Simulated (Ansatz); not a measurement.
Li6H5⁺, 11 atoms. Hardware: 4 threads of Arm Neoverse V2 on a shared host.

Correlated methods freeze no core orbitals; core or outer-core shells of Li are correlated, in sets that lack core-valence functions.

Task: How many basis functions does each of these Ansatz runs have, and roughly what does it cost? r2SCANh-D4/def2-TZVP, charge 1 singlet, energy, from earlier orbitals; PBE0-D4/def2-TZVP, charge 1 triplet at the geometry of the charge 1 singlet, energy; PBE-D4/def2-SVP, charge 1 singlet, energy, from earlier orbitals; B2PLYP/def2-TZVP, charge 1 singlet, energy, from earlier orbitals; RPA@PBE/def2-TZVP, charge 1 singlet, energy, from earlier orbitals; PBE-D4/def2-TZVP, charge 1 singlet, energy and forces, from earlier orbitals; PBE-D4/def2-TZVP, charge 0 doublet at the geometry of the charge 1 singlet, energy, from earlier orbitals; r2SCAN-D4/def2-TZVP, charge 0 doublet at the geometry of the charge 1 singlet, energy, from earlier orbitals; PBE0-D4/def2-TZVP, charge 0 doublet at the geometry of the charge 1 singlet, energy; CCSD(T)/def2-TZVPP, charge 1 singlet, energy, from earlier orbitals; PBE0-D4/def2-TZVP, charge 1 singlet, energy, from earlier orbitals; r2SCAN-D4/def2-TZVP, charge 1 singlet, energy, from earlier orbitals.

Result: Other jobs shared the machine, so times can vary by a factor of up to 3. A dash marks memory too small to be measured apart from the calling script's.

```tsv
run	functions	fitting or Cholesky vectors	wall time	peak host memory (GiB)
PBE-D4/def2-SVP, charge 1 singlet, energy, from earlier orbitals	79	1106	0.65 s	–
PBE-D4/def2-TZVP, charge 1 singlet, energy and forces, from earlier orbitals	114	994	0.8 s	–
PBE0-D4/def2-TZVP, charge 1 singlet, energy, from earlier orbitals	114	994	1.1 s	–
B2PLYP/def2-TZVP, charge 1 singlet, energy, from earlier orbitals	114	1152	1.2 s	–
r2SCAN-D4/def2-TZVP, charge 1 singlet, energy, from earlier orbitals	114	994	1.4 s	–
RPA@PBE/def2-TZVP, charge 1 singlet, energy, from earlier orbitals	114	1152	1.4 s	–
r2SCANh-D4/def2-TZVP, charge 1 singlet, energy, from earlier orbitals	114	994	1.4 s	–
PBE-D4/def2-TZVP, charge 0 doublet at the geometry of the charge 1 singlet, energy, from earlier orbitals	114	994	1.6 s	–
PBE0-D4/def2-TZVP, charge 1 triplet at the geometry of the charge 1 singlet, energy	114	994	2.1 s	–
r2SCAN-D4/def2-TZVP, charge 0 doublet at the geometry of the charge 1 singlet, energy, from earlier orbitals	114	994	3 s	–
PBE0-D4/def2-TZVP, charge 0 doublet at the geometry of the charge 1 singlet, energy	114	994	4.1 s	–
CCSD(T)/def2-TZVPP, charge 1 singlet, energy, from earlier orbitals	184	1230	21 s	2.2
```
